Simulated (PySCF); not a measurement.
W(OMe)(H)5 (CH₈OW), SMILES C[O][WH5], multiplicity 1. Geometry optimised at B3LYP-D3(BJ)/def2-SVP. The spin state was assumed, not searched. The structure was generated by enumeration; whether it is a known compound was not checked. The def2 effective core potentials stand for the cores of W; spin–orbit coupling is left out.

### Question
Give the equilibrium geometry at B3LYP-D3(BJ)/def2-SVP (PySCF confirms it by a frequency run) as a Z-matrix, and its point group. (Estimate from the structure and the level; the computed values follow.)

### Answer
point group Cs.
```
O
C 1 1.4101
H 2 1.1019 1 109.45
H 2 1.1019 3 108.87 1 -119.61
H 2 1.1020 3 109.18 4 -119.11
W 1 1.8654 2 144.40 3 120.38
H 6 1.6651 1 83.50 2 0.00
H 6 1.6947 7 62.10 1 -141.00
H 6 1.6947 7 62.10 8 -77.99
H 6 1.7126 7 118.68 8 -110.61
H 6 1.7126 7 118.68 8 32.62
```
Charge 0, spin multiplicity 1.
